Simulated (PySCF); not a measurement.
C₂H₈BNO, SMILES COB(C)N.

The structure is a stationary point at PBE-D3(BJ)/def2-SVP. Other conformers were not sampled.

Computed with PBE/def2-TZVP run with PySCF.

Symmetry labels are those of the subgroup Cs that the program uses (full group Cs).

Computed valence orbital energies around the gap with their symmetry:
```
orbital  symmetry  energy (eV)
-------  --------  -----------
HOMO−7         A"       -10.83
HOMO−6         A'       -10.36
HOMO−5         A"        -9.22
HOMO−4         A'        -8.92
HOMO−3         A'        -7.90
HOMO−2         A"        -7.22
HOMO−1         A'        -7.10
HOMO           A"        -6.17
LUMO           A'         0.00
LUMO+1         A"         0.74
LUMO+2         A'         0.86
LUMO+3         A'         1.36
```
